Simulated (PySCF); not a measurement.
## Electron correlation in Cu²⁺ (copper, charge +2)

[Ar] 3d8 4p1, one real determinant (an excited configuration). All numbers are calculated (PySCF 2.14, scalar relativity by spin-free X2C-1e, in x2c-TZVPPall (6s5p4d2f1g, 64 functions)). Frozen: [Ar]; 9 electrons correlated.

| level | correlation energy (mhartree) |
| --- | --- |
| CCSD | -239.76 |
| (T) | -4.45 |
| CCSD(T) | -244.21 |

Diagnostics: T1 = 0.0075, D1 = 0.0228, largest double amplitude 0.036.

The real determinant used has ⟨L²⟩ near 14 against 20 for a pure G term, so it mixes terms.

Cost of the coupled-cluster step: about 14 core-seconds, for 9 correlated electrons.

Iterations:

```
CC2 = 0
CCSD nocc = (np.int64(6), np.int64(3)), nmo = (55, 55)
frozen orbitals [[0, 1, 2, 3, 4, 5, 6, 7, 8], [0, 1, 2, 3, 4, 5, 6, 7, 8]]
max_cycle = 100
direct = 0
conv_tol = 1e-08
conv_tol_normt = 1e-06
diis_space = 8
diis_start_cycle = 0
Init t2, MP2 energy = -0.244298307846212
Init E_corr(UCCSD) = -0.244298307846585
cycle = 1  E_corr(UCCSD) = -0.236413585368577  dE = 0.00788472248  norm(t1,t2) = 0.0324325
cycle = 2  E_corr(UCCSD) = -0.238918043717319  dE = -0.00250445835  norm(t1,t2) = 0.0113911
cycle = 3  E_corr(UCCSD) = -0.239000653001777  dE = -8.26092845e-05  norm(t1,t2) = 0.00691325
cycle = 4  E_corr(UCCSD) = -0.239462198885076  dE = -0.000461545883  norm(t1,t2) = 0.00503728
cycle = 5  E_corr(UCCSD) = -0.239672951303281  dE = -0.000210752418  norm(t1,t2) = 0.00378428
cycle = 6  E_corr(UCCSD) = -0.239711812515075  dE = -3.88612118e-05  norm(t1,t2) = 0.00159078
cycle = 7  E_corr(UCCSD) = -0.239721010802916  dE = -9.19828784e-06  norm(t1,t2) = 0.0101364
cycle = 8  E_corr(UCCSD) = -0.239751593339434  dE = -3.05825365e-05  norm(t1,t2) = 0.00103048
cycle = 9  E_corr(UCCSD) = -0.239747746871482  dE = 3.84646795e-06  norm(t1,t2) = 0.000590812
cycle = 10  E_corr(UCCSD) = -0.239748106416538  dE = -3.59545055e-07  norm(t1,t2) = 0.000504788
cycle = 11  E_corr(UCCSD) = -0.239766445125209  dE = -1.83387087e-05  norm(t1,t2) = 0.000351321
cycle = 12  E_corr(UCCSD) = -0.239760104545487  dE = 6.34057972e-06  norm(t1,t2) = 0.000137364
cycle = 13  E_corr(UCCSD) = -0.239762646434271  dE = -2.54188878e-06  norm(t1,t2) = 3.5329e-05
cycle = 14  E_corr(UCCSD) = -0.239762259683146  dE = 3.86751124e-07  norm(t1,t2) = 1.26773e-05
cycle = 15  E_corr(UCCSD) = -0.23976267727246  dE = -4.17589313e-07  norm(t1,t2) = 6.52018e-06
cycle = 16  E_corr(UCCSD) = -0.239762677822634  dE = -5.50173934e-10  norm(t1,t2) = 1.89906e-05
cycle = 17  E_corr(UCCSD) = -0.239762766525661  dE = -8.87030274e-08  norm(t1,t2) = 6.45408e-06
cycle = 18  E_corr(UCCSD) = -0.239762813073208  dE = -4.6547547e-08  norm(t1,t2) = 2.82398e-06
cycle = 19  E_corr(UCCSD) = -0.239762874222305  dE = -6.11490971e-08  norm(t1,t2) = 1.91761e-06
cycle = 20  E_corr(UCCSD) = -0.23976292350023  dE = -4.92779244e-08  norm(t1,t2) = 1.18365e-06
cycle = 21  E_corr(UCCSD) = -0.239762965460653  dE = -4.19604233e-08  norm(t1,t2) = 8.35383e-07
cycle = 22  E_corr(UCCSD) = -0.239762970121702  dE = -4.66104938e-09  norm(t1,t2) = 6.61246e-07
UCCSD converged
E(UCCSD) = -1652.02267849402  E_corr = -0.2397629701217022
UCCSD(T) correction = -0.00444706567950257
```

The reference is one real determinant that mixes LS terms of this configuration.
